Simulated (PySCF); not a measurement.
Q: Write Cartesian coordinates for `C[O][GeH2][O]C/C=N\C` as optimised with PBE0-D3(BJ)/def2-SVP.

A: 
```
atom  x, y, z in Å
C1     3.3133    0.0210   -0.4897
N2     2.9105   -0.1939    0.8726
C3     1.7122   -0.4829    1.1525
C4     0.5394   -0.6549    0.2159
O5    -0.6077   -0.8872    0.9881
Ge6   -2.1943   -1.0349    0.1962
O7    -2.5227    0.4675   -0.6862
C8    -2.6770    1.6765    0.0091
H9     4.0936   -0.7131   -0.7507
H10    2.5172   -0.0389   -1.2554
H11    3.7923    1.0106   -0.5696
H12    1.4456   -0.6433    2.2110
H13    0.7418   -1.4989   -0.4771
H14    0.4267    0.2460   -0.4197
H15   -3.1776   -1.2261    1.3574
H16   -2.1612   -2.1185   -0.8879
H17   -1.7402    2.0022    0.4973
H18   -3.4606    1.6200    0.7889
H19   -2.9752    2.4562   -0.7090
```

Any rigid rotation of these coordinates is as good. Atoms count from 1 in this order. Ge6 (germanium bonded to 2 O and 2 H) is distorted tetrahedral (angles from 104.2° to 117.5°). O5 (oxygen bonded to C and Ge) is bent (angle 119.9°). The C–N distances run from 1.264 Å (N2=C3, drawn double) to 1.437 Å (C1–N2, drawn single), a spread of 0.173 Å. Of the pairs four or more bonds apart, C4···H10 is among the closest relative to their van der Waals radii: 2.54 Å, 88 % of the sum of Bondi's values.

Bonds between heavy atoms (Å): C1–N2 1.437, N2=C3 1.264, C3–C4 1.511, C4–O5 1.402, O5–Ge6 1.779, Ge6–O7 1.773, O7–C8 1.403.

Level of theory: PBE0-D3(BJ)/def2-SVP geometry optimisation, gas phase in PySCF.

Point group: C1 (no symmetry element, even within 0.4 Å). Not checked by PBE0-D3(BJ)/def2-SVP frequencies. One conformer, not necessarily the lowest (N2–C3–C4–O5 -176°, C3–C4–O5–Ge6 176°, C4–O5–Ge6–O7 -59°, O5–Ge6–O7–C8 -64°).

Hardware: an Intel Xeon at 2.50 GHz with one thread, shared host. Cost: 13 min wall, 0.83 GiB resident at most. That covers the optimisation of the geometry.
